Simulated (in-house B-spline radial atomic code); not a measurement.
# Ionising Cr²⁰⁺ with different functionals

Computed with a B-spline radial code for spherical atoms: non-relativistic Hamiltonian, point nucleus, spin-polarised at highest spin, spherical fractional occupations for the functionals. The ionisation energy is the difference of two self-consistent energies, [He] 2s2 → [He] 2s1, without Breit or QED terms; ε is the level of the shell that loses the electron (its least bound occupied spin orbital).

```tsv
method	rung	ΔSCF (eV)	-ε(2s) (eV)
PW91	GGA	1617.10	1581.65
SCAN	meta-GGA	1613.88	1583.56
r2SCAN0	global hybrid	1614.00	1591.22
TPSSh	global hybrid	1616.32	1586.19
M06-2X	global hybrid	1617.72	1598.92
B97-1	global hybrid	1616.70	1588.68
LC-wPBE	range-separated hybrid	1616.71	1587.41
```

(1) Among the functionals, which spreads more, the ΔSCF values or the orbital energies?

(2) How do they compare with the NIST value?

## Answers

(1) The orbital energies: ΔSCF values span about 3.85 eV and the orbital energies 17.27 eV; here energy differences depend much less on the functional than eigenvalues do.

(2) NIST lists 1634.1 eV ± 0.5 (semi-empirical, ground level to ground level). Errors run from -20.22 to -16.38 eV. The correlated functionals all miss on the same side by more than they spread, so the cause is common to them (relativity, Breit-QED terms, the near-degeneracy of s² and p², or a listed next ion that isn't the cheapest removal here) and closeness doesn't rank the functionals.
